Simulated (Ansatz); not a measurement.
Relaxation of Cl₄FZr (6 atoms, charge 0, multiplicity 2), to a largest force component of 0.03 eV/Å in at most 50 steps.

The calculation used UKS PBE/def2-SVP in Ansatz 0.2.0.

```xyz
6
Properties=species:S:1:pos:R:3
Zr 0.004 0.006 -0.495
Cl 0.033 0.060 3.207
Cl 2.316 -0.002 -0.837
Cl -1.158 2.004 -0.837
F -0.933 -1.617 -0.775
Cl -0.005 -0.010 5.279
```

Q: Where does it end, and by what steps?

A: The forces met the threshold. The force dipped under the threshold on the way, but the program's further checks kept it going. After 25 steps the energy has fallen by 3.266 eV; Cl6 moved furthest, 2.36 Å. Joined: Zr1–Cl2 (3.70 → 2.55 Å), Zr1–Cl6 (5.77 → 2.59 Å).

| step | energy less start (eV) | largest force component (eV/Å) | accepted |
| --- | --- | --- | --- |
| 0 | 0.0000 | 1.575 | yes |
| 1 | -0.3109 | 1.918 | yes |
| 2 | -0.8957 | 3.042 | yes |
| 3 | -1.7701 | 3.211 | yes |
| 4 | -2.2507 | 1.232 | yes |
| 5 | -2.3298 | 0.084 | yes |
| 6 | -2.3323 | 0.027 | yes |
| 7 | -2.3351 | 0.169 | yes |
| 8 | -2.3374 | 0.491 | yes |
| 9 | -2.3507 | 0.406 | yes |
| 10 | -2.3760 | 0.186 | yes |
| 11 | -2.4000 | 0.163 | yes |
| 12 | -2.4268 | 0.187 | yes |
| 13 | -2.4551 | 0.204 | yes |
| 14 | -2.4882 | 0.217 | yes |
| 15 | -2.5285 | 0.234 | yes |
| 16 | -2.5801 | 0.269 | yes |
| 17 | -2.6544 | 0.337 | yes |
| 18 | -2.7669 | 0.459 | yes |
| 19 | -2.9483 | 0.619 | yes |
| 20 | -3.1557 | 0.540 | yes |
| 21 | -3.2326 | 0.554 | yes |
| 22 | -3.1834 | 0.505 | no |
| 23 | -3.2393 | 0.425 | yes |
| 24 | -3.2617 | 0.161 | yes |
| 25 | -3.2662 | 0.017 | yes |

```xyz
6
Properties=species:S:1:pos:R:3
Zr 0.051 0.085 0.629
Cl -0.888 -1.462 2.423
Cl 2.309 0.148 0.016
Cl -1.009 2.074 0.002
F -0.657 -1.156 -0.623
Cl 0.450 0.752 3.095
```

Whether the end is a true minimum wasn't checked by a vibrational analysis.

The run took 87 s on 4 threads of Arm Neoverse V1, with other jobs on the host, peak memory 0.26 GiB.
